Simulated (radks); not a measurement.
All-electron atom: Dy1.2+ in [Kr] 4d10 4f10 5s1.8 5p6 6s1 (fractional occupations, a model configuration).

All-electron calculation, Dirac Kohn-Sham, LDA (Slater exchange, Perdew-Wang correlation), spin-unpolarised, spherical densities, point nucleus; open shells fill j = l - 1/2 first. Program: a radial shooting solver on a logarithmic mesh with Libxc functionals.

Energy parts (hartree):
| part | energy |
|---|---|
| total | -12159.7128 |
| kinetic | 13337.3901 |
| electron-nucleus | -29972.5233 |
| Hartree | 4731.6469 |
| exchange-correlation | -256.2266 |

Orbitals (lengths in bohr, moments of r in powers of bohr; r(max) is where P^2 peaks):
| orbital | occ. | eigenvalue (hartree) | r(max) | small-component weight |
|---|---|---|---|---|
| 1s1/2 | 2 | -1968.384 | 0.01338 | 6.07e-02 |
| 2s1/2 | 2 | -327.9190 | 0.07626 | 1.35e-02 |
| 2p1/2 | 2 | -311.9861 | 0.05741 | 1.35e-02 |
| 2p3/2 | 4 | -282.6108 | 0.06344 | 1.25e-02 |
| 3s1/2 | 2 | -73.21884 | 0.2159 | 4.30e-03 |
| 3p1/2 | 2 | -66.25678 | 0.2032 | 4.25e-03 |
| 3p3/2 | 4 | -60.15880 | 0.2159 | 3.95e-03 |
| 3d3/2 | 4 | -48.15571 | 0.1707 | 3.84e-03 |
| 3d5/2 | 6 | -46.82283 | 0.1743 | 3.75e-03 |
| 4s1/2 | 2 | -14.72585 | 0.4946 | 1.38e-03 |
| 4p1/2 | 2 | -11.98130 | 0.4976 | 1.30e-03 |
| 4p3/2 | 4 | -10.61242 | 0.5248 | 1.19e-03 |
| 4d3/2 | 4 | -6.08669 | 0.5298 | 1.02e-03 |
| 4d5/2 | 6 | -5.83897 | 0.5387 | 9.87e-04 |
| 4f5/2 | 6 | -0.47120 | 0.5358 | 5.73e-04 |
| 4f7/2 | 4 | -0.43874 | 0.5413 | 5.58e-04 |
| 5s1/2 | 1.8 | -2.13526 | 1.157 | 2.84e-04 |
| 5p1/2 | 2 | -1.39145 | 1.263 | 2.23e-04 |
| 5p3/2 | 4 | -1.21488 | 1.347 | 1.94e-04 |
| 6s1/2 | 1 | -0.38835 | 3.141 | 3.93e-05 |

The highest occupied level is 6s1/2 at -10.568 eV. Summed over all electrons, <r^2> = 52.20 bohr^2, which gives a Langevin (diamagnetic) susceptibility term of -41.3 x 10^-6 cm^3/mol.
